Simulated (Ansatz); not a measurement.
Reaction (formal exchange of groups at a B–C bond): `OC(F)BCl` + `C=C=CC` → `C=C=C(C)BCl` + `OCF`

Program: Ansatz. Geometries: PBE0-D4/def2-TZVP. ΔE: electronic, gas phase. CCSD(T)/CBS is the MP2 limit (def2-TZVPP, def2-QZVPP) plus CCSD(T) − MP2 in def2-TZVPP, frozen cores. Functionals use def2-TZVPP. HSE06 is defined as in plane-wave codes. One conformer a species, not always the lowest.

| level | ΔE (kJ/mol) | difference from CCSD(T)/CBS |
| --- | --- | --- |
| revPBE-D4 | -60.8 | -1.3 |
| B97M-V | -63.4 | -3.9 |
| r2SCANh-D4 | -63.0 | -3.5 |
| HSE06-D4 | -62.3 | -2.8 |
| CAM-B3LYP-D4 | -56.5 | 3.0 |
| ωB97X-V | -56.2 | 3.3 |
| PBE | -56.9 | 2.6 |
| PBE0 | -59.4 | 0.1 |
| RPA@PBE/def2-TZVPP | -58.6 | 0.9 |
| CCSD(T)/def2-SVP | -54.2 | 5.3 |
| MP2/def2-TZVPP | -68.7 | -9.2 |
| SCS-MP2/def2-TZVPP | -63.7 | -4.2 |
| CCSD/def2-TZVPP | -57.4 | 2.1 |
| CCSD(T)/def2-TZVPP | -59.6 | -0.1 |
| MP2/def2-QZVPP | -68.7 | -9.2 |
| HF/CBS(def2) | -56.4 | 3.1 |
| CCSD(T)/CBS | -59.5 | 0 |

Largest T1 diagnostic among the species: 0.013.

In def2-TZVPP, CCSD(T) changes the Hartree–Fock value by −3.6 kJ/mol (the triples alone add −2.2 kJ/mol) and MP2 by −12.7 kJ/mol. From BLYP to BHLYP (50 % exact exchange), in def2-TZVPP and without D4, ΔE moves by −4.8 kJ/mol.
